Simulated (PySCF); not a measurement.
Species: [CrO3(OH)]- (charge -1 and singlet state).
Cartesian coordinates in Å at the PBE0-D3(BJ)/def2-SVP level; atoms count from 1:
```xyz
6
CrHO4 angstrom
Cr     0.1595    0.2964    0.2768
O      0.1133    0.2770    1.8488
O      1.6418    0.2782   -0.2594
O     -0.6094    1.5399   -0.3154
O     -0.6667   -1.2069   -0.2936
H     -0.6385   -1.1847   -1.2573
```

Method: PBE0-D3(BJ)/def2-SVP geometry optimisation, gas phase in PySCF 2.14.0.

Question: Which atoms are bound to Cr1, and at what distances?

Answer: 4 atoms: O2 1.573 Å, O3 1.576 Å, O4 1.577 Å, O5 1.808 Å. The nearest atom not counted as bound is H6, at 2.28 Å.

Question: List the angles at Cr1.

Answer: 
```
    angle  degrees  distance of the outer atoms (Å)
O2–Cr1–O4    111.8                             2.61
O2–Cr1–O3    111.6                             2.60
O3–Cr1–O4    109.9                             2.58
O4–Cr1–O5    108.3                             2.75
O3–Cr1–O5    108.2                             2.75
O2–Cr1–O5    107.0                             2.72
```

Question: What is the shape at Cr1?

Answer: Tetrahedral: angles from 107.0° to 111.8°; τ4 = (360° − α − β)/141° = 0.97 with α and β the two widest (0 for a square, 1 for a tetrahedron). The Cr–O distances aren't all alike: 1.573 to 1.808 Å.

Question: What are the other bond lengths?

Answer: O5–H6 0.964 Å.

Question: What are the rotational constants (commonest isotopes, rigid rotor)?

Answer: A = 4649, B = 4189, C = 4116 MHz: an asymmetric top.

Point group: Cs (every atom within 0.08 Å of its image). Charge -1, singlet. The geometry's basis has no diffuse functions, a weakness for an anion. Not checked by PBE0-D3(BJ)/def2-SVP frequencies.
